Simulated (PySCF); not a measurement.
F₂H₃NSi, SMILES N[SiH](F)F. Geometry optimised at ωB97X-D3(BJ)/def2-SVP. One conformer was computed; it need not be the lowest.

Q: Give the equilibrium geometry at ωB97X-D3(BJ)/def2-SVP (PySCF confirms it by a frequency run) as a Z-matrix. (The exact figures need the calculation; the answer reports its results.)

A: This is not unique; one that fits is 
```
Si
F 1 1.6170
F 1 1.6207 2 103.71
N 1 1.6958 2 109.34 3 121.79
H 4 1.0130 1 121.67 2 148.02
H 4 1.0137 5 112.73 1 -164.13
H 1 1.4735 2 111.22 3 -115.97
```
